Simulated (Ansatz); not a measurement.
HTe− (`[TeH-]`), 2 atoms. Total charge -1; spin multiplicity 1. Correlated methods include outer-core shells of Te, which these sets cover unevenly. Te: def2 effective core potential. All runs use 2 threads of an AMD EPYC 7R13 on a shared host. Correlated methods freeze the cores.

**Question.** Give the basis size and wall time and peak host memory of each of these runs in Ansatz. RKS PBE0-D4/def2-TZVPD frequencies; direct RPA on PBE orbitals/def2-TZVPPD energy; RKS PBE-D4/def2-TZVPPD energy and forces; RHF-CCSD(T)/def2-SVPD energy; RKS PBE0-D4/def2-SVPD energy; RKS BHLYP-D4/def2-TZVPPD energy; RHF-CCSD(T)/def2-TZVPPD energy; RHF-CCSD(T)/def2-QZVPPD energy; RKS PBE0-D4/def2-QZVPPD energy; RKS BLYP-D4/def2-TZVPPD energy; RKS B97M-V/def2-TZVPPD energy; RKS PBE0-D4/def2-TZVPD relaxation (5 steps). (Best estimate.)

**Answer.** Computed: Other jobs shared the machine, so times are rough.

```
                                 level                   job  functions  wall time  peak host memory (GiB)
                 RKS PBE0-D4/def2-SVPD                energy         43     0.61 s                    0.12
               RKS BLYP-D4/def2-TZVPPD                energy         76     0.66 s                    0.12
                RKS PBE-D4/def2-TZVPPD     energy and forces         76     0.84 s                    0.13
                 RHF-CCSD(T)/def2-SVPD                energy         43        1 s                    0.13
               RKS PBE0-D4/def2-QZVPPD                energy        124      1.2 s                    0.19
              RKS BHLYP-D4/def2-TZVPPD                energy         76      1.2 s                    0.14
direct RPA on PBE orbitals/def2-TZVPPD                energy         76      1.3 s                    0.16
               RHF-CCSD(T)/def2-TZVPPD                energy         76      1.9 s                    0.21
                RKS B97M-V/def2-TZVPPD                energy         76      2.3 s                    0.15
                RKS PBE0-D4/def2-TZVPD  relaxation (5 steps)         68      4.3 s                    0.15
               RHF-CCSD(T)/def2-QZVPPD                energy        124      4.7 s                     0.5
                RKS PBE0-D4/def2-TZVPD           frequencies         68        7 s                    0.15
```
